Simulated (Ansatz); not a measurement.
This geometry of FH₂InN (5 atoms, charge 0, multiplicity 2) is a first-order saddle point.

These are results of UKS PBE0/def2-SVP (Ansatz 0.2.0), not measurements.

```xyz
5
Properties=species:S:1:pos:R:3
N -0.181 0.788 -0.107
In -0.045 -0.927 0.965
F 0.701 -2.440 -0.069
H 0.112 0.839 -1.077
H -0.537 1.667 0.247
```

Q: Which two structures does it join? (They come from a converged band through this point; their orientation in space is the band's.)

A: No bond is made or broken. The height of N1 over the plane of its neighbours goes from 0.43 to -0.43 Å. The two ends are copies of one structure, up to a mirror image or an exchange of like atoms.

First end point:

```xyz
5
Properties=species:S:1:pos:R:3
N 0.104 0.880 -0.207
In 0.125 -0.868 0.982
F 0.635 -2.457 -0.085
H -0.490 0.709 -1.025
H -0.324 1.662 0.294
```

Last end point:

```xyz
5
Properties=species:S:1:pos:R:3
N -0.488 0.750 -0.142
In 0.472 -0.791 0.941
F 0.454 -2.500 -0.062
H -0.062 0.807 -1.073
H -0.326 1.660 0.295
```

Q: How far does it lie above each of them?

A: 2.5 kcal/mol above the first and 2.5 kcal/mol above the second. This is the barrier of this one path; another mechanism may lie lower.

Run time: 8.2 min on 1 thread of Arm Neoverse V1, with other jobs on the host, peak memory 0.17 GiB.
